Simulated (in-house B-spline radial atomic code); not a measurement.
Orbital energies and mean radii along the 32-electron series, configuration 1s2 2s2 2p6 3s2 3p6 3d10 4s2 4p1/2(2). The effective charge is n√(-2ε), a non-relativistic measure. Computed with a B-spline radial code for spherical atoms: Dirac-Hartree-Fock, jj configuration that fills j = l - 1/2 first, finite nuclei.

```
  ion   Z  energy of 3s1/2 (Eh)  mean radius of 3s1/2 (bohr)  energy of 4p1/2 (Eh)  mean radius of 4p1/2 (bohr)  energy of 2p3/2 (Eh)  mean radius of 2p3/2 (bohr)  effective charge of 3s1/2
   Ge  32               -7.4106                      0.62197              -0.25959                       2.8981               -46.148                      0.18474                     11.549
  As+  33                     ?                            ?                     ?                            ?                     ?                            ?                          ?
 Se2+  34               -10.053                      0.57084               -1.1149                       1.9957               -54.996                      0.17226                     13.452
 Br3+  35                     ?                            ?                     ?                            ?                     ?                            ?                          ?
 Kr4+  36               -13.296                       0.5264               -2.3064                       1.6031               -64.976                      0.16132                      15.47
 Rb5+  37               -15.121                       0.5064               -3.0152                       1.4699                -70.37                      0.15634                     16.498
 Sr6+  38                     ?                            ?                     ?                            ?                     ?                            ?                          ?
 Zr8+  40               -21.374                      0.45385               -5.5712                       1.1899                -88.13                      0.14304                     19.615
 Nb9+  41               -23.713                      0.43849               -6.5631                       1.1213                -94.57                      0.13907                      20.66
Mo10+  42               -26.179                      0.42405               -7.6242                       1.0609               -101.27                      0.13532                     21.708
Tc11+  43               -28.771                      0.41046                -8.754                       1.0071               -108.23                      0.13176                     22.757
```

(1) Fill in the row of As+.

(2) Fill in the row of Br3+.

(3) Fill in the row of Sr6+.

(4) How does the screening of 3s1/2 change?

## Answers

(1) energy of 3s1/2 (Eh): -8.6486; mean radius of 3s1/2 (bohr): 0.59551; energy of 4p1/2 (Eh): -0.64067; mean radius of 4p1/2 (bohr): 2.3228; energy of 2p3/2 (Eh): -50.423; mean radius of 2p3/2 (bohr): 0.17829; effective charge of 3s1/2: 12.477.

(2) energy of 3s1/2 (Eh): -11.605; mean radius of 3s1/2 (bohr): 0.54784; energy of 4p1/2 (Eh): -1.6719; mean radius of 4p1/2 (bohr): 1.7714; energy of 2p3/2 (Eh): -59.849; mean radius of 2p3/2 (bohr): 0.16662; effective charge of 3s1/2: 14.453.

(3) energy of 3s1/2 (Eh): -17.077; mean radius of 3s1/2 (bohr): 0.48771; energy of 4p1/2 (Eh): -3.7965; mean radius of 4p1/2 (bohr): 1.3606; energy of 2p3/2 (Eh): -76.029; mean radius of 2p3/2 (bohr): 0.15165; effective charge of 3s1/2: 17.532.

(4) Z less the effective charge goes from 20.45 at Z = 32 to 20.24 at Z = 43.
